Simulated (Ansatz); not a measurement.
The same path of H$_{4}$O$_{2}$Sn (7 atoms, charge 0, multiplicity 1) was run twice with different band settings. Lost on the way: Sn1–H4. Made: O2–H4.

The calculation used RKS PBE-D4/def2-SVP (Ansatz).

Relaxed end points:

```xyz
7
Properties=species:S:1:pos:R:3
Sn 0.283 0.010 0.087
O 0.731 -0.121 2.044
H -0.060 0.089 2.578
H 1.807 -0.302 -0.659
H -0.546 1.471 -0.303
O -1.090 -1.393 -0.355
H -0.716 -2.281 -0.195
```

```xyz
7
Properties=species:S:1:pos:R:3
Sn 0.153 0.328 -0.850
O 1.039 -0.015 1.365
H 0.453 -0.844 1.184
H 1.957 -0.348 1.301
H -1.252 1.263 -0.171
O -0.509 -1.502 0.032
H -1.433 -1.409 0.336
```

Common settings: movable images 7; climbing image yes; optimiser quadratic models (default); start path through a guess of the saddle point; force threshold 0.03 eV/Å; iteration limit 60; end points relaxed.

| run | spring |
| --- | --- |
| 1 | 5.0 eV/Å² |
| 2 | 2.0 to 10.0 eV/Å², energy-weighted |

Task: What does each run give, and how far can it be trusted?

Result: Run 1: converged after 46 iterations, highest image 1.590 eV above the first end. The profile has 2 maxima (images 4, 7) with wells between them (image 6): this band takes more than one step, which may be the mechanism or a detour left from its start path. Neighbouring images differ by up to 2.1 eV, so the band resolves the path poorly. A vibrational analysis at the climbing image gives one clearly imaginary mode, 1015i cm⁻¹: a first-order saddle point.
Run 2: converged after 18 iterations, highest image 1.607 eV above the first end. The order of the stationary point at the top wasn't checked.
The orbitals stay closed-shell, which can raise the energy where a bond breaks towards radicals; this wasn't checked here.
